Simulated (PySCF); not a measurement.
Isomers of C8H10FP, from PySCF 2.14.0, PBE0-D3(BJ)/def2-SVP geometry optimisation, gas phase. One conformer each, no zero-point energy, no frequencies.

Question: Which isomer lies lower at this level?
A. `[CH3:1][CH:2]([CH3:3])[c:4]1[cH:5][cH:6][cH:7][c:8]([F:9])[p:10]1` with C1–C2–C4–C5 -114°: A = 2072, B = 786.1, C = 649.4 MHz, dipole 2.60 D
B. `[CH3:1][CH2:2][PH:3][c:4]1[cH:5][cH:6][c:7]([F:8])[cH:9][cH:10]1` with C1–C2–P3–C4 -172°, C2–P3–C4–C5 78°: A = 3279, B = 499.4, C = 479.3 MHz, dipole 1.35 D

Answer: B. That is `c1(PCC)ccc(cc1)F`, 4.7 kcal/mol below the other.

| SMILES | mapped SMILES | E (Eh) | relative (kcal/mol) | relative (kJ/mol) | dipole (D) |
| --- | --- | --- | --- | --- | --- |
| CCPc1ccc(F)cc1 | [CH3:1][CH2:2][PH:3][c:4]1[cH:5][cH:6][c:7]([F:8])[cH:9][cH:10]1 | -751.07998 | 0.0 | 0.0 | 1.35 |
| CC(C)c1cccc(F)p1 | [CH3:1][CH:2]([CH3:3])[c:4]1[cH:5][cH:6][cH:7][c:8]([F:9])[p:10]1 | -751.07253 | 4.7 | 19.5 | 2.60 |
